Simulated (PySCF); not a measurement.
Ionisation energy of Ag by level of theory

Ag [Kr] 4d10 5s1 [5s1/2^1, M_J = 1/2] → Ag⁺ [Kr] 4d10, as a difference of total energies. All numbers are calculated (PySCF 2.14, the two-component X2C-1e Hamiltonian, in x2c-QZVPPall-2c). Correlated levels: [Ar] 3d10 frozen; the 34 highest virtual spinors dropped. "Screened" scales the spin-orbit matrix elements by Boettger's factors to mimic the two-electron term; Breit and QED terms are absent.

```tsv
method	ionisation energy (eV)
GHF (spin-free)	6.355
GMP2 (spin-free)	7.609
GHF (screened spin-orbit)	6.357
GMP2 (screened spin-orbit)	7.612
```

**Question.** How much does correlation contribute at GMP2 (screened spin-orbit)?

**Answer.** 7.612 − (6.357) = 1.255 eV, measured against GHF (screened spin-orbit).

For comparison: 7.576 eV (measured; NIST Atomic Spectra Database, ionization energies).
